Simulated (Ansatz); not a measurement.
Compare A (`C=N[SiH](O)F`) with its isomer B (`N[Si]1(F)CO1`).

Isolated molecules relaxed with PBE0-D4/def2-TZVP in Ansatz; ΔE leaves out vibrations. CCSD(T)/CBS adds triple-zeta CCSD(T) − MP2 to the extrapolated MP2 energy (def2 sets, frozen cores). DFT in def2-TZVPP. B3LYP here is the variant with VWN-RPA as its local correlation; programs differ in this. Each species was taken in one conformer, which may not be the lowest.

(1) Which isomer does CCSD(T)/CBS put lower? Give the gap. (An estimate is asked.)

(2) Give E(B) − E(A) in kcal/mol with CCSD(T)/def2-TZVPP, MP2/def2-TZVPP, LDA (SPW92), CCSD(T)/def2-SVP, B3LYP-D4, B3LYP, r2SCAN-D4. (An estimate is asked.)

(3) Does the order hold for the free energy at 298.15 K (harmonic terms from PBE0-D4)? (An estimate is asked.)

Largest T1 diagnostic: 0.013.

## Answers

(1) The calculation gave: A, by 15.6 kcal/mol.

(2) Computed: CCSD(T)/def2-TZVPP 16.4, MP2/def2-TZVPP 14.7, LDA (SPW92) 8.2, CCSD(T)/def2-SVP 22.0, B3LYP-D4 16.8, B3LYP 16.9, r2SCAN-D4 12.5. None reverses the order clearly.

(3) Computed: Yes: G(B) − G(A) = +18.8 kcal/mol, for one conformer each. Modes under 60 cm⁻¹, often nearly free rotors, make the harmonic entropy too high.

Leaving LDA and LC-ωPBE aside and taking each functional with its dispersion term where it has one, the values, not all of them listed here, spread over 5.9 kcal/mol, from PBE-D4 to BHLYP-D4. LDA lies −3.8 kcal/mol from PBE without D4. At CCSD(T), def2-SVP lies +6.4 kcal/mol from the extrapolated value and def2-TZVPP +0.7 kcal/mol.
